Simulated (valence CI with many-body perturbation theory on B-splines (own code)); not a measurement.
The numbers below are computed, except where a source is named.
## Sensitivity of CI+MBPT for Pm⁵⁶⁺

Method: valence CI with perturbative core correlation (CI+MBPT): three valence electrons over a frozen Dirac-Fock core [He], a basis of 6 s, 6 p, 5 d, 3 f, 1 g functions for each j, with the one-electron correlation potential Σ1, the two-electron term Σ2, the three-electron term Σ3, Breit, model QED; selected CI, second order for the rest, scaled by the run's own slope (own B-spline code, finite nucleus).

No measured spectrum was set against this ion. As an estimate, large intervals hold to a few tenths of a per cent, small ones and those within an open d or f shell to about a per cent.

The reference run has the lowest level (2s^2 2p1/2) J=1/2 and an ionisation energy of 12130.7 eV. Its largest variational space holds 3662 state functions.

Levels are named by their leading jj configuration (3d3/2^4 stands for four electrons in 3d with j = 3/2), which in mixed levels can hold well under half, so a name can repeat and another be missing. Letters in brackets count levels of one name in rising energy.

Changed runs:
A. natural orbitals for correlation on → off
B. highest l in the core sums 6 → 4
C. cutoff of virtual states (hartree) 7442 → 23160
D. scale of Σ2 1 → 3 (bad on purpose)

Excitation energies of the reference run in cm⁻¹, and shifts in cm⁻¹:

| Level | Reference | A | B | C | D |
| --- | --- | --- | --- | --- | --- |
| (2s 2p1/2^2) J=1/2 | 1591100 | +781 | -19 | +122 | -1692 |
| (2s^2 2p3/2) J=3/2 | 4948890 | -729 | +3.0 | +107 | -53 |
| (2s 2p1/2 2p3/2) J=3/2 [a] | 6058990 | -2825 | -16 | +219 | -746 |
| (2s 2p1/2 2p3/2) J=5/2 | 6345500 | -499 | -16 | +223 | -1327 |
| (2s 2p1/2 2p3/2) J=1/2 | 6802800 | +1685 | -16 | +226 | -4853 |
| (2s 2p1/2 2p3/2) J=3/2 [b] | 6812970 | +2509 | -16 | +226 | -3419 |
| (2p1/2^2 2p3/2) J=3/2 | 8490960 | +3341 | -35 | +326 | -6467 |
| (2s 2p3/2^2) J=5/2 | 11153200 | -1935 | -13 | +323 | -939 |
| (2s 2p3/2^2) J=1/2 | 11843100 | +2243 | -13 | +327 | -1301 |
| (2s 2p3/2^2) J=3/2 | 11850600 | +2147 | -13 | +328 | -4564 |
| (2p1/2 2p3/2^2) J=3/2 | 13136000 | -147 | -32 | +426 | -6254 |
| (2p1/2 2p3/2^2) J=5/2 | 13307700 | +2454 | -32 | +427 | -5523 |
| Ionisation energy (eV) | 12130.7 | -0.7 | +0.0027 | +0.025 | -0.16 |
